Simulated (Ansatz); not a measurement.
Cost and result for the atomization energy of CH$_{4}$AlClGaN (`[CH3][Ga]1[NH][Al]1[Cl]`) (9 atoms, 9 bonds).

| atom | x (Å) | y (Å) | z (Å) |
| --- | --- | --- | --- |
| C1 | 1.2257 | 1.1960 | 1.0752 |
| Ga2 | -0.2794 | 0.2537 | 0.2468 |
| N3 | -0.2585 | -1.1247 | -1.0715 |
| Al4 | -1.9956 | -0.9570 | -0.8099 |
| Cl5 | -3.7187 | -1.8703 | -1.5853 |
| H6 | 1.4672 | 0.7268 | 2.0318 |
| H7 | 2.1027 | 1.1396 | 0.4273 |
| H8 | 0.9812 | 2.2425 | 1.2607 |
| H9 | 0.4753 | -1.6068 | -1.5751 |

Charge 0, multiplicity 1. Correlated methods include outer-core shells of Ga, which these sets cover unevenly. Scalar relativity is left out up to krypton. All single points use the PBE0-D4/def2-TZVP geometry. Program: Ansatz. Hardware: A = 2 threads of an AMD EPYC 7R13 on a shared host; B = 2 threads of an AMD EPYC 7R13 on a shared host and a share of an NVIDIA H100 80 GB. Times are those of one run each, without the atoms' runs, and a repeat can differ threefold. Electronic energies, without spin–orbit coupling; frozen cores. CCSD(T)/CBS adds CCSD(T) − MP2 in def2-TZVPP to the MP2 limit, and its time is that of the two runs behind it. T1 = 0.014. With those shells the extrapolation isn't a true limit.

CCSD(T)/CBS is a level of theory with its own doubt, some kJ/mol a heavy atom from the limit and from the frozen cores, so smaller differences don't rank the functionals.

```
                                 level  functions  wall time  atomization (kcal/mol)  difference from CCSD(T)/CBS  per bond
                CCSD(T)/def2-TZVPP [B]        250      2.7 s                   693.5                        -20.3      -2.3
              revPBE-D4/def2-TZVPP [A]        250        3 s                   703.7                        -10.1      -1.1
                    MP2/def2-QZVPP [B]        463      3.7 s                   722.7                          8.9       1.0
   PBE-D4/def2-TZVPP (with forces) [A]        250      3.9 s                   724.4                         10.6       1.2
                PBE0-D4/def2-TZVPP [A]        250        6 s                   710.9                         -2.9      -0.3
                     CCSD(T)/CBS(def2)          –      6.3 s                   713.8                          0.0       0.0
               BHLYP-D4/def2-TZVPP [A]        250      6.5 s                   684.0                        -29.8      -3.3
r2SCAN-D4/def2-TZVPP (with forces) [A]        250      7.5 s                   716.4                          2.6       0.3
               PBE-QIDH/def2-TZVPP [A]        250      9.5 s                   709.2                         -4.6      -0.5
                  CCSD(T)/def2-SVP [A]        116       11 s                   663.9                        -49.9      -5.5
                ωB97X-V/def2-TZVPP [A]        250       13 s                   713.0                         -0.8      -0.1
                 B97M-V/def2-TZVPP [A]        250       14 s                   716.2                          2.4       0.3
  ωB97M-V/def2-TZVPP (with forces) [A]        250       19 s                   710.8                         -3.0      -0.3
```

From PBE to PBE0 (25 % exact exchange), in def2-TZVPP and without D4, the atomization energy moves by −12.8 kcal/mol: exact exchange takes away binding that semilocal exchange gives to molecules. The D4 term adds +8.0 kcal/mol with B3LYP and +4.2 kcal/mol with PBE0; it sums over pairs of atoms, weighted by their polarisabilities, and B3LYP, whose exchange is more repulsive, gets the larger term. Leaving LDA and LC-ωPBE aside and taking each functional with its dispersion term where it has one, the values spread over 40.3 kcal/mol, from BHLYP-D4 to PBE-D4. LDA lies +95.4 kcal/mol from PBE without D4, its usual overbinding.

B3LYP here is the variant with VWN-RPA as its local correlation; programs differ in this.
